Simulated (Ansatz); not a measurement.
One change: `C[Se][AlH2]` becomes `[AlH2][Se][SiH3]`.

Ansatz, PBE0-D4/def2-TZVP geometries, multiplicity 1. 

Scalar relativity is left out up to krypton.

```csv
property,`C[Se][AlH2]`
zero-point energy (PBE0-D4/def2-TZVP) / kJ/mol,135.6
HOMO–LUMO gap (B3LYP/def2-TZVPP) / eV,5.16
HOMO energy (B3LYP/def2-TZVPP) / eV,-6.69
LUMO energy (PBE0/def2-TZVPP) / eV,-1.36
size of the dipole moment (ωB97M-V/def2-TZVPP) / D,1.33
HOMO energy (PBE0/def2-TZVPP) / eV,-6.92
```

Task: Give the same properties after the change, and the shifts. (Best estimate.)

Result: Computed: 
| property | `[AlH2][Se][SiH3]` | shift |
| --- | --- | --- |
| zero-point energy (PBE0-D4/def2-TZVP) / kJ/mol | 104.9 | -30.7 |
| HOMO–LUMO gap (B3LYP/def2-TZVPP) / eV | 5.33 | 0.17 |
| HOMO energy (B3LYP/def2-TZVPP) / eV | -7.14 | -0.45 |
| LUMO energy (PBE0/def2-TZVPP) / eV | -1.63 | -0.27 |
| size of the dipole moment (ωB97M-V/def2-TZVPP) / D | 0.84 | -0.49 |
| HOMO energy (PBE0/def2-TZVPP) / eV | -7.38 | -0.46 |

With PBE0 the HOMO falls by 0.46 eV and the LUMO falls by 0.27 eV, so the gap widens by about 0.19 eV. PBE moves the HOMO by -0.45 eV and ωB97M-V by -0.44 eV. Dipoles are sizes alone; their direction can turn.

B3LYP here is the variant with VWN-RPA as its local correlation; programs differ in this.

Spin–orbit coupling is left out; it splits and shifts lone-pair levels of the heavy atoms by tenths of an eV.
